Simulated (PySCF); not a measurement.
SiBr₂F₂, SMILES [Si](Br)(Br)(F)F.

Geometry optimised at PBE0-D3(BJ)/def2-SVP.

Two levels are set side by side: TDA-PBE/def2-SVPD (PySCF) and TDA-CAM-B3LYP/def2-SVPD (PySCF). Vertical, same geometry. The lowest singlet is HOMO→LUMO 98 % with PBE and HOMO→LUMO 90 % with the other functional; states are paired by order. Differences are taken from unrounded values.

```tsv
quantity	TDA-CAM-B3LYP	TDA-PBE	TDA-PBE minus TDA-CAM-B3LYP
lowest singlet excitation (eV)	6.81	6.03	-0.79
lowest triplet excitation (TDA) (eV)	6.24	5.59	-0.65
```

Functionals without exact exchange tend to place singlet excitations lower, as here. Differences between two approximate levels are no errors against the true value.

Rough cost on one machine, each run with all the roots and properties that it gave: TDA-CAM-B3LYP against TDA-PBE about 4 times.
